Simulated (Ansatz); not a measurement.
Reaction (ligand exchange at the Si–N bond): `BN([SiH3])[SiH2]Cl` + `[OH][In]([F])[SH]` → `[F][In]([SH])[O][SiH3]` + `BN[SiH2]Cl`

Program: Ansatz. Geometries: PBE0-D4/def2-TZVP. ΔE: electronic, gas phase. CBS: MP2 limit from def2 TZ/QZ plus the TZ coupled-cluster correction, frozen cores. DFT in def2-TZVPP. B3LYP here is the variant with VWN-RPA as its local correlation; programs differ in this. Elements past krypton have def2 core potentials. For In outer-core shells are correlated without core-valence functions, which leaves a few kJ/mol of doubt a bond. One conformer a species, not always the lowest.

`BN([SiH3])[SiH2]Cl`:

Cartesian coordinates in Å:
```
B -1.578 -0.394 0.434
N -0.248 -0.034 0.124
Si 0.963 -1.313 0.110
Si 0.166 1.600 -0.284
Cl 0.688 1.715 -2.268
H -2.446 0.431 0.424
H -1.823 -1.537 0.711
H 2.284 -0.677 -0.127
H 0.676 -2.282 -0.974
H 0.965 -2.010 1.418
H 1.354 2.031 0.486
H -1.003 2.470 -0.053
```

`[OH][In]([F])[SH]`:

Cartesian coordinates in Å:
```
O -0.790 1.862 0.327
In -0.040 0.078 0.003
F -0.717 -0.725 -1.642
S 1.493 -1.152 1.280
H -1.400 2.111 -0.373
H 1.453 -2.173 0.405
```

`[F][In]([SH])[O][SiH3]`:

Z-matrix (Å, degrees):
```
Si
O 1 1.637
H 1 1.489 2 111.3
H 1 1.486 2 108.1 3 -119.6
H 1 1.489 2 111.3 3 120.8
In 2 1.954 1 136.1 3 -59.2
S 6 2.341 2 126.7 1 -179.8
F 6 1.944 2 112.8 1 0.1
H 7 1.345 6 91.6 2 -180.0
```

`BN[SiH2]Cl`:

Z-matrix (Å, degrees):
```
Si
N 1 1.730
Cl 1 2.055 2 111.1
H 1 1.480 2 110.0 3 117.1
H 1 1.475 2 108.1 3 -119.1
B 2 1.403 1 125.7 3 106.7
H 2 1.011 1 117.1 3 -71.9
H 6 1.197 2 118.7 1 0.6
H 6 1.196 2 119.6 1 -179.7
```

```tsv
level	ΔE (kJ/mol)
PBE-D4	-49.3
B3LYP-D4	-58.2
SCS-MP2/def2-TZVPP	-62.2
MP2/def2-QZVPP	-57.7
```

Question: What does CCSD(T)/CBS give? (Estimate.)

Answer: The calculation gave: -58.7 kJ/mol. The listed levels differ from it by 9.4, 0.5, -3.5, 1.0 kJ/mol.

Largest T1 diagnostic among the species: 0.016.

The D4 term adds +9.1 kJ/mol with B3LYP and +4.9 kJ/mol with PBE0; it sums over pairs of atoms, weighted by their polarisabilities, and B3LYP, whose exchange is more repulsive, gets the larger term. From PBE to PBE0 (25 % exact exchange), in def2-TZVPP and without D4, ΔE moves by −4.0 kJ/mol. In def2-TZVPP, CCSD(T) changes the Hartree–Fock value by +22.0 kJ/mol (the triples alone add +3.3 kJ/mol) and MP2 by +23.7 kJ/mol.
